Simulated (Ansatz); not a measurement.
Mulliken charges of CH4ClGeI, SMILES `[CH3][GeH]([Cl])[I]` from B3LYP/def2-TZVPP in Ansatz (PBE0-D4/def2-TZVP geometry).

```
atom   x (Å)   y (Å)   z (Å)  charge (e)
  C1  -0.264   1.062   0.130      -0.353
 Ge2   0.286  -0.746  -0.289       0.497
 Cl3   2.046  -1.199   0.866      -0.303
  I4  -1.524  -2.358   0.364      -0.237
  H5  -0.480   1.133   1.195       0.128
  H6   0.542   1.751  -0.126       0.125
  H7  -1.159   1.312  -0.440       0.123
  H8   0.644  -1.012  -1.756       0.020
```

Q: By hand: the dipole of these point charges (1 e Å = 4.8032 D).

A: Σ q r = (-0.147, 0.682, -0.490) e Å, of length 0.853 e Å = 4.10 D.

Q: How does the dipole of the full density compare? (An estimate is asked.)

A: The calculation gave: (-0.143, 0.431, -0.221) e Å, 2.43 D; the point charges give 1.69 times that, at 11° from its direction.

Point charges leave out the atoms' own dipoles, such as those of lone pairs, and Mulliken's split depends on the basis, so the two needn't agree.

B3LYP here is the variant with VWN-RPA as its local correlation; programs differ in this.
